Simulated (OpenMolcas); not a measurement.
A calculation on neutral bromine.

```
Program             : OpenMolcas 26.06
Method              : SS-CASPT2, IPEA 0.25 Eh, imaginary shift 0.1 Eh (closed shells correlated: 3d 4s)
Basis               : ANO-RCC-VTZP [6s5p3d1f]
Scalar Hamiltonian  : DKH2, point nucleus
Active space        : 5 electrons in 3 orbitals (4p)
State averaging     : 2S+1 = 2 odd, 3 roots
Spin-orbit coupling : state interaction with AMFI integrals over the reference wave functions, term energies averaged over their components
```

(1) Which level of the active space comes out lowest?

(2) How high does 4s2 4p5 2P* 1/2 lie?

Measured values: NIST Handbook of Basic Atomic Spectroscopic Data.

Answers

(1) 4s2 4p5 2P* 3/2, with 100 % of that term; it is also the measured ground level.

(2) 3395 cm-1 above the lowest level; measured 3685 cm-1 above the ground level, so the calculation is off by -8 %.

Measured partners are found by configuration, term and J. A level has none where our copy of the source lacks it or the pairing is in doubt (some pairs that miss far off the trend of their configuration count as doubtful), and it then counts in no deviation. Levels of configurations outside the active space are missing.

* marks odd parity.
